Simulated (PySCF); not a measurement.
# Nuclear quadrupole coupling in `CCS[C@@H](C)OC`

C5H12OS.
Cartesian coordinates in Å at the GFN2-xTB level; atoms count from 1:
```
atom  x, y, z in Å
C1     2.6545    0.8029   -0.3333
C2     1.5443   -0.2298   -0.3454
S3     0.1575    0.3238   -1.4056
C4    -1.2681   -0.3940   -0.4589
C5    -1.2363   -1.9108   -0.5021
O6    -1.2617    0.0294    0.8622
C7    -1.5851    1.3888    1.0395
H8     2.2963    1.7441    0.0771
H9     3.0159    0.9836   -1.3430
H10    3.4824    0.4472    0.2770
H11    1.1246   -0.3683    0.6512
H12    1.9030   -1.1825   -0.7364
H13   -2.1405   -0.0042   -1.0031
H14   -2.1435   -2.3063   -0.0510
H15   -1.1675   -2.2481   -1.5323
H16   -0.3828   -2.2822    0.0589
H17   -0.8884    2.0317    0.4916
H18   -2.6041    1.5958    0.6934
H19   -1.5103    1.5881    2.1060
```

Field gradients from the PBE0/pcSseg-1 density (PySCF, non-relativistic), principal values in atomic units, ordered |Vxx| ≤ |Vyy| ≤ |Vzz|:

| atom | Vxx | Vyy | Vzz |
| --- | --- | --- | --- |
| S3 | 0.5290 | 2.3219 | -2.8509 |
| O6 | -0.0829 | -1.8614 | 1.9444 |

Q: Find the asymmetry η = (Vxx − Vyy)/Vzz and the couplings χ = eQV/h (234.96 MHz × Q in barn × V in au), with Q(33S) = −0.0678 b, Q(17O) = −0.0256 b.

A: 
| atom | environment | nucleus | η | χzz (MHz) | χxx (MHz) | χyy (MHz) |
| --- | --- | --- | --- | --- | --- | --- |
| S3 | sulfide sulfur | 33S | 0.63 | 45.42 | -8.43 | -36.99 |
| O6 | ether oxygen | 17O | 0.91 | -11.70 | 0.50 | 11.20 |

At O6 η is above 0.9: Vyy and Vzz are nearly equal in size and opposite in sign, so a small change could swap them and flip the sign of χzz. 

Q: What is Vzz at S3 in SI units (1 au = 9.71736 × 10²¹ V/m²)?

A: -2.8509 au = -27.703 × 10²¹ V/m².

Q: And the gradient at the other heavy atoms, for which no coupling is worked out here?

A: 
```json
{"atom": "C1", "environment": "methyl carbon", "Vzz (au)": "0.084", "η": "0.22"}
{"atom": "C2", "environment": "sp3 carbon bound to sulfur", "Vzz (au)": "0.275", "η": "0.29"}
{"atom": "C4", "environment": "sp3 carbon bound to oxygen", "Vzz (au)": "-0.300", "η": "0.94"}
{"atom": "C5", "environment": "methyl carbon", "Vzz (au)": "0.094", "η": "0.08"}
{"atom": "C7", "environment": "methoxy carbon", "Vzz (au)": "0.409", "η": "0.11"}
```

Were the hydrogens deuterons (Q(2H) = 0.00286 b), χzz would run from 188 kHz (H13) to 212 kHz (H16, H14, H10, H15 and 1 more).

Geometry: GFN2-xTB, one conformer, isolated molecule. GFN2-xTB bond lengths can be off by several hundredths of an ångström, more for odd bonds, and the gradients follow them. The small basis limits the accuracy of the gradients.
